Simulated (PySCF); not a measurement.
WHF, quintet: computed properties

Level of theory: UPBE0/[W def2-TZVP with ECP60, H def2-TZVP, F def2-TZVP], scalar-relativistic core potentials, density fitting, no spin–orbit coupling, PySCF.

The structure is a minimum.

Z-matrix (Å, degrees; charge 0 multiplicity 5):
```
W
H  1 1.7208
F  1 1.8737 2 122.63
```

- Point group: Cs
- Bond lengths: W–F 1.874 Å, W–H 1.721 Å
- Bond angles: F–W–H 122.6°
- Highest occupied level (α): -6.07 eV
- Dipole moment: 2.14 D
- Spin squared ⟨S²⟩: 6.016
- Principal quadrupole moments (Buckingham, traceless) about the centre of mass: -4.30, 1.64, 2.67 D Å
- Heat capacity Cp at 298.15 K: 42.3 J/(mol K)
- Rotational symmetry number: 1
- Rotational constants: 8.17, 0.2731, 0.2643 cm⁻¹
- Entropy at 298.15 K and 1 bar (electronic part: spin only): 278.7 J/(mol K)
- Lowest empty level (α): -2.25 eV
- Principal polarisabilities: 43.5, 47.6, 48.1 bohr³
- Enthalpy at 298.15 K above 0 K: 10.83 kJ/mol
- Zero-point energy: 18.7 kJ/mol
- Atomisation energy without zero-point energy: 847 kJ/mol

Harmonic modes (masses in u: W 183.951, H 1.008, F 18.998):
```tsv
symmetry	ω (cm⁻¹)	IR (km/mol)	μ (u)
a'	505	20.9	1.08
a'	663	137	17.07
a'	1952	134	1.01
```

Charges (e):
```csv
atom,Mulliken,Löwdin,polar tensor,spin (Mulliken),Mayer order to W1
W1,0.52,0.40,0.89,4.12,–
H2,-0.11,-0.13,-0.25,-0.12,0.97
F3,-0.42,-0.27,-0.65,0.00,0.95
```

Mulliken populations on W1 (electrons outside its core potential): s 2.88, p 6.26, d 4.29, f 0.04.

Outer orbital energies (eV). α occupied: -12.77, -12.15, -12.06, -9.43, -6.80, -6.72, -6.54, -6.07; empty: -2.25, -1.13, -0.57, 1.67. β occupied: -12.68, -11.75, -11.58, -8.99; empty: -2.12, -1.15, -1.15, -0.80.

This need not be the most stable arrangement of these atoms. Other spin states or occupations of the open shell can lie lower. With an element this heavy the missing spin–orbit coupling can shift these numbers.

The final relaxation and frequency run took 31 s on 2 threads of a shared Arm Neoverse V1 host, with 77 basis functions and 14 gradients; the process peaked at 0.75 GiB.
